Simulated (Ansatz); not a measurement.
```xyz
14

C     1.235    0.338   -1.796
C     1.180    1.165   -0.748
B     0.051    1.130    0.314
C    -1.150    0.156    0.262
Si   -0.713   -1.390    1.251
H     0.463   -0.405   -1.975
H     2.047    0.359   -2.517
H     1.995    1.879   -0.637
H     0.143    1.857    1.267
H    -1.427   -0.196   -0.737
H    -2.036    0.565    0.758
H    -0.214   -1.036    2.606
H     0.341   -2.169    0.549
H    -1.916   -2.252    1.404
```

Total charge 0; spin multiplicity 1.

(1) List the B3LYP/def2-TZVPP orbital energies in eV (Ansatz 0.2.0). (Best estimate.)

## Answers

(1) Ansatz gave: Occupied: -1798.88, -277.34, -276.50, -276.22, -183.34, -143.42, -98.74, -98.73, -98.73, -21.07, -19.23, -16.05, -14.22, -13.32, -12.62, -11.63, -10.98, -9.75, -9.31, -9.15, -8.72, -8.60, -7.89. Lowest empty: -2.03, 0.44, 0.88, 1.13, 1.31, 1.49, 1.80, 2.00.

B3LYP here is the variant with VWN-RPA as its local correlation; programs differ in this.
